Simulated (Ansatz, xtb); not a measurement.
## C2H2Ca: which of two structures lies lower

Structure a: a triplet given by its coordinates. Structure b: `C#[C][CaH]`, a singlet. Both are isolated molecules in the gas phase, relaxed with r2SCAN-D4/def2-SVP.

a (Å):

```xyz
5

C    -1.8969   -0.2689    0.1347
C    -1.5924    0.8405   -0.5231
Ca   -2.4223   -2.1838    1.2704
H    -0.5535    1.1172   -0.7814
H    -2.3563    1.5659   -0.8590
```

Close contacts (Å): C1–C2 1.33, C1–Ca3 2.29, C2–H4 1.11, C2–H5 1.11.

b (Å):

```xyz
5

C    -0.9943   -0.4355   -0.0355
C    -2.1991   -0.5715    0.2065
Ca    1.2554   -0.2650   -0.6308
H     3.0679    0.4614   -0.0960
H    -3.2482   -0.6846    0.4262
```

Problem. Which of the two would you expect CCSD(T)/def2-TZVPP electronic energies to favour?

Solution. Structure b; the calculation gives E(b) − E(a) = −79.1 kJ/mol.

How the difference moves with the method:

```json
{"level": "HF/STO-3G", "geometry": "GFN2-xTB", "E(b) − E(a) (kJ/mol)": "+160.7", "departure from the last row (kJ/mol)": "+239.8", "job, with rough time for the two": "single point, 0.38 s"}
{"level": "r2SCAN-D4/def2-SVP//GFN2-xTB", "geometry": "GFN2-xTB", "E(b) − E(a) (kJ/mol)": "−19.6", "departure from the last row (kJ/mol)": "+59.5", "job, with rough time for the two": "single point, 4 s"}
{"level": "r2SCAN-D4/def2-SVP", "geometry": "r2SCAN-D4/def2-SVP", "E(b) − E(a) (kJ/mol)": "−44.3", "departure from the last row (kJ/mol)": "+34.8", "job, with rough time for the two": "optimisation, 65 s"}
{"level": "HF/def2-TZVPP", "geometry": "r2SCAN-D4/def2-SVP", "E(b) − E(a) (kJ/mol)": "+6.1", "departure from the last row (kJ/mol)": "+85.2", "job, with rough time for the two": "part of the CCSD(T) run"}
{"level": "MP2/def2-TZVPP", "geometry": "r2SCAN-D4/def2-SVP", "E(b) − E(a) (kJ/mol)": "−110.0", "departure from the last row (kJ/mol)": "−30.9", "job, with rough time for the two": "part of the CCSD(T) run"}
{"level": "CCSD(T)/def2-TZVPP", "geometry": "r2SCAN-D4/def2-SVP", "E(b) − E(a) (kJ/mol)": "−79.1", "departure from the last row (kJ/mol)": "", "job, with rough time for the two": "single point, 62 s"}
```

HF/STO-3G, HF/def2-TZVPP put the two in the other order. The largest departure from CCSD(T)/def2-TZVPP is that of HF/STO-3G, 239.8 kJ/mol. The triplet state of a needn't be its ground state.

With harmonic frequencies from r2SCAN-D4/def2-SVP (ideal gas, rigid rotor, one conformer each, 298.15 K, 1 atm): on the last row, ΔE + ΔZPE = −94.5, ΔH = −92.2, ΔG = −95.8 kJ/mol.

Open shells are spin-unrestricted, with notable spin contamination under HF/STO-3G. The correlated steps freeze 7 core orbitals; the last core shell of Ca is correlated, in a basis made for valence electrons. ΔG holds the spin degeneracy. Codes used: Ansatz 0.2.0, xtb 6.7.1; the last row on 1 thread of Intel(R) Xeon(R) Platinum 8375C CPU @ 2.90GHz (Ice Lake) on a shared host.
